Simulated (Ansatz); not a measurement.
## Cost against result

The pair of HCl (SMILES Cl, atoms 1–2) and Si2H6O7 (SMILES O[Si](O)(O)O[Si](O)(O)O, atoms 3–17), both closed shells, in one local arrangement (a lower one may exist), relaxed at PBE0-D4/def2-TZVP:

Cl1  (0.680, -1.619, -3.667)
H2  (0.672, -0.522, -2.950)
O3  (0.718, 0.621, -1.573)
Si4  (1.181, -0.242, -0.241)
O5  (2.795, -0.312, -0.212)
O6  (0.564, -1.751, -0.261)
O7  (0.536, 0.462, 1.074)
Si8  (-1.047, 0.638, 1.422)
O9  (-1.636, 1.330, 0.053)
O10  (-1.328, 1.639, 2.663)
O11  (-1.713, -0.806, 1.765)
H12  (-0.127, 1.074, -1.438)
H13  (3.283, 0.489, -0.405)
H14  (0.661, -2.249, -1.079)
H15  (-2.570, 1.544, 0.023)
H16  (-1.334, 1.254, 3.541)
H17  (-1.334, -1.550, 1.285)
(Å)

Interaction energies are counterpoise-corrected; the time is that of the whole pair.

Program: Ansatz 0.2.0. Basis: as named in each row. Cores are frozen in the correlated methods. B3LYP uses VWN-RPA correlation. Extrapolation: Hartree–Fock as exp(−7.88 √X), correlation as X^−2.97.

Times are rough, for one single point on 11 threads of a shared host (AMD EPYC 7R13), with one NVIDIA H100 (or a share of it) where marked.

The estimate by CCSD(T) at an estimated basis limit (MP2 extrapolated from triple and quadruple zeta, plus CCSD(T) − MP2 in triple zeta) is -29.6 kJ/mol.

| method | basis | time (s) | interaction energy (kJ/mol) | method less estimate |
| --- | --- | --- | --- | --- |
| HF | STO-3G | under 1 | -14.8 | 14.8 |
| PBE-D4 | STO-3G | under 1 | -66.8 | -37.2 |
| SPW92 | def2-SVP | under 1 | -54.2 | -24.6 |
| B3LYP-D4 | 6-31G | under 1 | -42.3 | -12.7 |
| PBE-D4 | def2-SVP | under 1 | -38.9 | -9.3 |
| PBE0-D4 | def2-SVP | 1 | -37.3 | -7.7 |
| PBE-D4 | def2-TZVPPD | 2 (H100) | -36.0 | -6.4 |
| BLYP-D4 | def2-TZVPPD | 2 (H100) | -33.2 | -3.6 |
| r2SCAN-D4 | def2-TZVPPD | 2 (H100) | -35.2 | -5.6 |
| PBE0-D4 | def2-TZVPPD | 2 (H100) | -34.4 | -4.8 |
| B3LYP-D4 | def2-TZVPPD | 2 (H100) | -33.1 | -3.5 |
| HSE06-D4 | def2-TZVPPD | 2 (H100) | -34.2 | -4.6 |
| CCSD(T) | def2-SVP | 2 (H100) | -17.4 | 12.3 |
| revPBE-D4 | def2-TZVPPD | 2 (H100) | -33.1 | -3.5 |
| B97M-V | def2-TZVPPD | 2 (H100) | -32.5 | -2.9 |
| wB97X-V | def2-TZVPPD | 3 (H100) | -30.0 | -0.4 |
| wB97M-V | def2-TZVPPD | 3 (H100) | -30.2 | -0.6 |
| B2PLYP | def2-TZVPPD | 3 (H100) | -24.5 | 5.1 |
| wB97M-V | def2-SVP | 4 | -32.5 | -2.9 |
| MP2 | def2-QZVPPD | 5 (H100) | -30.7 | -1.1 |
| CCSD(T) | def2-TZVPPD | 40 (H100) | -25.4 | 4.2 |

The T1 diagnostic stays at or below 0.013.
